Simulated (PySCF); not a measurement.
C7H15OPSi.
Numbering: `[CH3:1][CH:2]([CH3:3])[P@@:4]1(=[O:5])[CH2:6][CH:7]=[C:8]([SiH3:9])[CH2:10]1` (hydrogens: H11, H12, H13 on C1; H14 on C2; H15, H16, H17 on C3; H18, H19 on C6; H20 on C7; H21, H22, H23 on Si9; H24, H25 on C10)

Computed with PySCF at PBE0/pcSseg-1, non-relativistic, on one gas-phase PBE0-D3(BJ)/def2-SVP geometry that isn't relaxed in the solvent. The solvent is an IEF-PCM continuum (van der Waals radii × 1.2). Specific hydrogen bonds and non-electrostatic terms are outside this model.

Gas phase at PBE0/pcSseg-1: HOMO -7.33 eV, LUMO -0.63 eV, dipole 3.68 D.

Q: What does the continuum do to the energy, the frontier levels and the dipole at PBE0/pcSseg-1 in benzene and chloroform?

A: 
```json
{"solvent": "benzene", "ε": "2.271", "E(solvent) − E(gas) (kJ/mol)": "-17.94", "polarisation term (kJ/mol)": "-19.42", "distortion of the solute (kJ/mol)": "1.48", "HOMO (eV)": "-7.34", "LUMO (eV)": "-0.47", "dipole (D)": "4.23"}
{"solvent": "chloroform", "ε": "4.711", "E(solvent) − E(gas) (kJ/mol)": "-28.38", "polarisation term (kJ/mol)": "-32.22", "distortion of the solute (kJ/mol)": "3.84", "HOMO (eV)": "-7.33", "LUMO (eV)": "-0.40", "dipole (D)": "4.58"}
```

Polarisation term: ½ Σ q·V over the induced surface charges. Distortion: the rise of the solute's own energy as its density leaves the gas-phase optimum. From benzene to chloroform the lowering changes by a factor 1.58, Onsager's factor (ε − 1)/(2ε + 1) by 1.55 and ε itself by 2.1.

Q: Which radius a makes the point-dipole formula ΔE = −[(ε − 1)/(2ε + 1)]·μ²/a³ give the value in chloroform, with the gas-phase dipole?

A: μ = 1.446 au and |ΔE| = 0.01081 Eh give a = 2.17 Å; the farthest nucleus lies 4.36 Å from the centroid of the nuclei, so such a sphere wouldn't even hold the nuclei. The formula assumes a rigid point dipole at the centre of a sphere.

Q: Which ESP-fitted charges (PBE0/pcSseg-1) respond most in benzene (means over atoms taken as equivalent)?

A: 
```json
{"atoms": "O5", "environment": "phosphoryl oxygen", "gas (e)": "-0.627", "solvent (e)": "-0.673", "change": "-0.046"}
{"atoms": "P4", "environment": "phosphoryl phosphorus", "gas (e)": "+0.582", "solvent (e)": "+0.603", "change": "+0.021"}
{"atoms": "C1", "environment": "methyl carbon", "gas (e)": "-0.638", "solvent (e)": "-0.649", "change": "-0.011"}
{"atoms": "C2", "environment": "sp3 carbon bound to phosphorus", "gas (e)": "+0.374", "solvent (e)": "+0.385", "change": "+0.011"}
{"atoms": "H20", "environment": "vinylic hydrogen", "gas (e)": "+0.113", "solvent (e)": "+0.121", "change": "+0.008"}
{"atoms": "H25", "environment": "methylene hydrogen", "gas (e)": "+0.047", "solvent (e)": "+0.055", "change": "+0.008"}
{"atoms": "H18", "environment": "methylene hydrogen", "gas (e)": "+0.087", "solvent (e)": "+0.095", "change": "+0.008"}
{"atoms": "C3", "environment": "methyl carbon", "gas (e)": "-0.627", "solvent (e)": "-0.633", "change": "-0.006"}
```
